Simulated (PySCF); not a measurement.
This PySCF input asks for the NMR shieldings of `C[P+](C(=C)C)(C)/C=C\C`, [C8H16P]+; the geometry comes from GFN2-xTB.

```python
import basis_set_exchange as bse
import numpy as np
from pyscf import gto, dft
from pyscf.prop import nmr

atoms = """
C     1.334043   -1.605992   -0.667061
C     1.323892   -0.473451    0.023123
C     2.402754   -0.011436    0.947150
P    -0.065152    0.679902   -0.194678
C    -0.407475    1.570675    1.349919
C     0.427968    1.922747   -1.416192
C    -1.550481   -0.082673   -0.850397
C    -2.212140   -1.091927   -0.285888
C    -1.835567   -1.788806    0.961741
H     2.157761   -2.296610   -0.599101
H     0.520355   -1.889053   -1.315264
H     2.743387    0.989262    0.680968
H     2.045981    0.018033    1.976733
H     3.251966   -0.687765    0.901056
H     0.462816    2.160744    1.634913
H    -1.252478    2.237726    1.179535
H    -0.658753    0.879450    2.151898
H     0.637313    1.433373   -2.367294
H    -0.382021    2.640596   -1.547099
H     1.321562    2.447497   -1.079949
H    -1.896854    0.368360   -1.771613
H    -3.112638   -1.452531   -0.767771
H    -1.757724   -2.859529    0.776374
H    -0.888940   -1.426423    1.360053
H    -2.620510   -1.658025    1.706669
"""
names = dict.fromkeys(["C", "P", "H"], "pcSseg-1")
basis = {el: gto.basis.parse(bse.get_basis(n, elements=[el], fmt="nwchem")) for el, n in names.items()}
mol = gto.M(atom=atoms, basis=basis, charge=1, verbose=0)
mf = dft.RKS(mol, xc="PBE0")
mf.grids.level = 2
mf.grids.alignment = dft.numint.BLKSIZE   # the property module wants whole blocks of grid points
mf.conv_tol = 1e-9
mf.kernel()

calc = nmr.RKS(mf)   # GIAO
C = mf.mo_coeff
Co = C[:, mf.mo_occ > 0]
resp = mf.gen_response(singlet=True, hermi=2)
def vind(x):   # induced exchange potential for any number of trial vectors
    d = np.einsum("pi,xij,qj->xpq", C, 2 * x.reshape(-1, C.shape[1], Co.shape[1]), Co, optimize=True)
    return np.einsum("xpq,pi,qj->xij", resp(d - d.transpose(0, 2, 1)), C, Co, optimize=True).ravel()
mo1, _ = nmr.rhf.solve_mo1(calc, with_cphf=vind)
sigma = calc.kernel(mo1)
for i, s in enumerate(sigma):   # ppm
    print("%2d %-2s %9.2f" % (i, mol.atom_pure_symbol(i), np.trace(s) / 3))
```

Q: What are the results?

A: 
```
 0 C      40.51
 1 C      50.08
 2 C     165.85
 3 P     320.35
 4 C     174.48
 5 C     173.21
 6 C      74.24
 7 C      11.24
 8 C     160.51
 9 H      24.82
10 H      25.25
11 H      29.69
12 H      29.47
13 H      28.91
14 H      29.66
15 H      29.76
16 H      29.51
17 H      29.83
18 H      29.81
19 H      29.60
20 H      26.05
21 H      23.82
22 H      29.24
23 H      29.91
24 H      29.17
```

These numbers come from an equivalent density-fitted implementation of the same equations, which agrees with the script to about 0.01 ppm for H and up to a few tenths of a ppm for heavy atoms, so last digits may differ.

Q: Turn these shieldings into chemical shifts. Referencing at the same level of theory: 13C (σ = 186.93 ppm), 1H (σ = 31.72 ppm) against TMS; 31P (σ = 318.38 ppm) against H3PO4.

A: Averaging equivalent atoms: C 7: 175.7; C 0: 146.4; C 1: 136.8; C 6: 112.7; C 8: 26.4; C 2: 21.1; C 4/5: 13.1; P 3: -2.0; H 21: 7.89; H 9: 6.90; H 10: 6.46; H 20: 5.67; H 11/12/13: 2.36; H 22/23/24: 2.28; H 14/15/16/17/18/19: 2.02 ppm. Experimental scales use liquid or dissolved standards, which lie at an offset from isolated H3PO4.

Size and cost of the density-fitted run: 240 basis functions, 65 s wall time on 1 thread of an Arm Neoverse V1, shared host; peak memory 1.1 GiB.
